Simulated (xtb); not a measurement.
CuF, triplet, at a GFN2-xTB geometry of the parent state (such geometries of metal compounds can be far from the true shape) (another spin typed on purpose, not shown lowest); GFN1-xTB (xtb).

Input for xtb:
```
$ xtb mol.xyz --gfn 1 --chrg 0 --uhf 2 --json

# file mol.xyz
2

Cu    -0.00000000    -0.00000000    -0.40615773
F      0.00000000     0.00000000     1.30873047
```

What the program printed (banner, timings and long lists left out):

```
   ID    Z sym.   atoms
    1   29 Cu     1
    2    9 F      2

           -------------------------------------------------
          |                Calculation Setup                |
           -------------------------------------------------

           -------------------------------------------------
          |                 G F N 1 - x T B                 |
           -------------------------------------------------

          ...................................................
          :                      SETUP                      :
          :.................................................:
          :  # basis functions                  14          :
          :  # atomic orbitals                  13          :
          :  # shells                            5          :
          :  # electrons                        18          :
          :  # halogen bonds                     0          :
          :  max. iterations                   250          :
          :  Hamiltonian                  GFN1-xTB          :
          :  restarted?                      false          :
          :  GBSA solvation                  false          :
          :  PC potential                    false          :
          :  electronic temp.          300.0000000     K    :
          :  accuracy                    1.0000000          :
          :  -> integral cutoff          0.2500000E+02      :
          :  -> integral neglect         0.1000000E-07      :
          :  -> SCF convergence          0.1000000E-05 Eh   :
          :  -> wf. convergence          0.2000000E-04 e    :
          :  Broyden damping             0.4000000          :
          :  net charge                          0          :
          :  unpaired electrons                  2          :
          ...................................................

 iter      E             dE          RMSdq      gap      omega  full diag
   1     -9.5061999 -0.950620E+01  0.892E+00    3.73       0.0  T
   2     -9.5072352 -0.103526E-02  0.540E+00    3.73       1.0  T
   3     -9.5072179  0.173191E-04  0.122E-01    3.73       1.0  T
   4     -9.5072438 -0.259705E-04  0.617E-03    3.73      11.5  T
   5     -9.5072439 -0.850929E-08  0.336E-03    3.73      21.0  T
   6     -9.5072439 -0.497209E-08  0.294E-05    3.73    2407.4  T
   7     -9.5072439 -0.123279E-11  0.537E-07    3.73  100000.0  T

   *** convergence criteria satisfied after 7 iterations ***

 transition dipole moment (au) for excitation:           9          10
     X       Y       Z
   0.0000  -0.0000   0.0650  total (au/Debye):    0.065   0.165
 dE (eV)             :    3.106
 oscillator strength :  0.45426E-03

         :::::::::::::::::::::::::::::::::::::::::::::::::::::
         ::                     SUMMARY                     ::
         :::::::::::::::::::::::::::::::::::::::::::::::::::::
         :: total energy              -9.504866194529 Eh    ::
         :: gradient norm              0.021786920225 Eh/a0 ::
         :: HOMO-LUMO gap              3.729683145692 eV    ::
         ::.................................................::
         :: SCC energy                -9.507243858489 Eh    ::
         :: -> electrostatic           0.038586336711 Eh    ::
         :: repulsion energy           0.002509005085 Eh    ::
         :: dispersion energy         -0.000131341124 Eh    ::
         :: halogen bond corr.         0.000000000000 Eh    ::
         :: add. restraining           0.000000000000 Eh    ::
         :: total charge              -0.000000000000 e     ::
         :::::::::::::::::::::::::::::::::::::::::::::::::::::

           -------------------------------------------------
          |                Property Printout                |
           -------------------------------------------------

    * Orbital Energies and Occupations

         #    Occupation            Energy/Eh            Energy/eV
      -------------------------------------------------------------
         1        2.0000           -0.7592972             -20.6615
         2        2.0000           -0.4858052             -13.2194
         3        2.0000           -0.4772121             -12.9856
         4        2.0000           -0.4772121             -12.9856
         5        2.0000           -0.4201877             -11.4339
         6        2.0000           -0.4201877             -11.4339
         7        1.9985           -0.4136083             -11.2549
         8        1.9985           -0.4136083             -11.2549
         9        1.0030           -0.4019104             -10.9365
        10        1.0000           -0.2877501              -7.8301 (HOMO)
        11                         -0.1506868              -4.1004 (LUMO)
        12                         -0.1506868              -4.1004
        13                          0.1119315               3.0458
      -------------------------------------------------------------
                  HL-Gap            0.1370633 Eh            3.7297 eV
             Fermi-level           -0.3133237 Eh           -8.5260 eV

  Mulliken/CM5 charges         n(s)   n(p)   n(d)
     1Cu    0.41695  0.49853   0.952  0.494  9.137
     2F    -0.41695 -0.49853   1.810  5.607  0.000

Wiberg/Mayer (AO) data.
largest (>0.10) Wiberg bond orders for each atom

 ---------------------------------------------------------------------------
     #   Z sym  total        # sym  WBO       # sym  WBO       # sym  WBO
 ---------------------------------------------------------------------------
     1  29 Cu   1.011 --     2 F    1.011
     2   9 F    1.011 --     1 Cu   1.011
 ---------------------------------------------------------------------------

Topologies differ in total number of bonds
Writing topology from bond orders to xtbtopo.mol

 dipole moment from electron density (au)
     X       Y       Z
  -0.0000   0.0000  -0.7906  total (Debye):    2.010

           -------------------------------------------------
          | TOTAL ENERGY               -9.504866194529 Eh   |
          | GRADIENT NORM               0.021786920225 Eh/α |
          | HOMO-LUMO GAP               3.729683145692 eV   |
           -------------------------------------------------

normal termination of xtb
```
